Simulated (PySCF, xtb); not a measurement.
Te(OMe)(SeH) (CH₄OSeTe), SMILES CO[Te][SeH]. Other conformers were not sampled.

Harmonic wavenumbers (cm⁻¹) from GFN2-xTB (xtb) at its own minimum, in rising order: 60, 125, 190, 233, 247, 265, 478, 635, 1041, 1133, 1139, 1411, 1474, 1483, 1913, 2921, 2941, 2986.

Question: What does PySCF with PBE0-D3(BJ)/def2-SVP give at its own minimum? (An estimate is asked for; the answer gives what the named calculation found.)

Answer: 70, 133, 207, 250, 276, 337, 551, 698, 1117, 1171, 1180, 1448, 1455, 1479, 2416, 2998, 3078, 3125. Paired by order, the mean absolute difference is 76 cm⁻¹ and the zero-point energies are 29.6 and 31.4 kcal/mol.
